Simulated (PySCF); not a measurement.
bromine monochloride (BrCl), SMILES ClBr.

Geometry optimised at B3LYP-D3(BJ)/def2-TZVP.

Method: TDDFT-B3LYP/def2-TZVPD (PySCF).

Vertical excitations; the highest root listed may be one member of a degenerate set. Gas-phase values at a fixed geometry. State labels are in the subgroup C2v.

Computed UV-visible absorptions:
| state | symmetry | energy (eV) | λ (nm) | f | main pairs |
|---|---|---|---|---|---|
| S1 | B2 | 2.97 | 418 | 0.001 | HOMO→LUMO (degenerate set) |
| S2 | B1 | 2.97 | 418 | 0.001 | HOMO−1→LUMO (degenerate set) |
| S3 | B1 | 5.35 | 232 | 0.000 | HOMO−3→LUMO (degenerate set) |
| S4 | B2 | 5.35 | 232 | 0.000 | HOMO−2→LUMO (degenerate set) |
| S5 | B2 | 7.75 | 160 | 0.013 | HOMO→LUMO+1 (degenerate set) |
| S6 | B1 | 7.75 | 160 | 0.013 | HOMO−1→LUMO+1 (degenerate set) |
| S7 | B2 | 8.10 | 153 | 0.046 | HOMO→LUMO+2 (degenerate set) |
| S8 | B1 | 8.10 | 153 | 0.046 | HOMO−1→LUMO+2 (degenerate set) |
| S9 | A1 | 8.29 | 150 | 0.313 | HOMO→LUMO+4 36 %, HOMO−1→LUMO+3 36 %, HOMO−4→LUMO 23 % |
| S10 | A1 | 8.31 | 149 | 0.000 | HOMO−1→LUMO+3 50 %, HOMO→LUMO+4 50 % |
| T1 | B2 | 2.23 | 555 | 0 | HOMO→LUMO (degenerate set) |
| T2 | B1 | 2.23 | 555 | 0 | HOMO−1→LUMO (degenerate set) |
| T3 | B1 | 4.59 | 270 | 0 | HOMO−3→LUMO (degenerate set) |
| T4 | B2 | 4.59 | 270 | 0 | HOMO−2→LUMO (degenerate set) |
Triplets are in the Tamm–Dancoff approximation, which puts them higher than full response would, so one can lie above its singlet here.
